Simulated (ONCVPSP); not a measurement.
**u(r) = r·R(r): atom against pseudo-atom (carbon)**

Columns: radius, all-electron u(r) and pseudo u(r) of the 2s shell (level -13.64 eV) of carbon in the configuration [He] 2s2 2p2; LDA (Perdew-Zunger), scalar-relativistic, ONCV scheme, ONCVPSP 4.0.1.

| r (bohr) | all-electron | pseudo |
| --- | --- | --- |
| 0.095 | -0.3262 | 0.0555 |
| 0.190 | -0.3251 | 0.1167 |
| 0.285 | -0.1848 | 0.1838 |
| 0.380 | 0.0024 | 0.2579 |
| 0.475 | 0.1911 | 0.3421 |
| 0.570 | 0.3604 | 0.4320 |
| 0.665 | 0.5019 | 0.5207 |
| 0.760 | 0.6138 | 0.6074 |
| 0.855 | 0.6975 | 0.6892 |
| 0.950 | 0.7559 | 0.7535 |
| 1.045 | 0.7926 | 0.7925 |
| 1.140 | 0.8111 | 0.8111 |
| 1.235 | 0.8150 | 0.8150 |
| 1.330 | 0.8073 | 0.8073 |
| 1.425 | 0.7905 | 0.7905 |
| 1.520 | 0.7670 | 0.7670 |
| 1.615 | 0.7385 | 0.7385 |
| 1.710 | 0.7066 | 0.7066 |
| 1.805 | 0.6725 | 0.6725 |
| 1.900 | 0.6372 | 0.6372 |
| 1.995 | 0.6014 | 0.6014 |
| 2.090 | 0.5657 | 0.5657 |
| 2.185 | 0.5306 | 0.5306 |
| 2.280 | 0.4964 | 0.4964 |
| 2.375 | 0.4634 | 0.4634 |
| 2.470 | 0.4317 | 0.4317 |

Q: How many radial nodes do the two functions have?

A: The all-electron 2s function has n − l − 1 = 1; the pseudo-wave has 0, since the states of the same l below it are removed with the core.

Q: At about which radius was the pseudo-wave matched?

A: 1.10 bohr, where the columns begin to agree (steps of 0.10 bohr).

Q: Where does each function peak?

A: Outermost all-electron maximum near 1.24 bohr, pseudo maximum near 1.24 bohr (to the table’s step).

Q: Is the pseudo-wave norm-conserving?

A: Yes: the ONCV scheme keeps the norm inside the radius equal to the all-electron one, which fixes the energy derivative of the logarithmic derivative at the level.
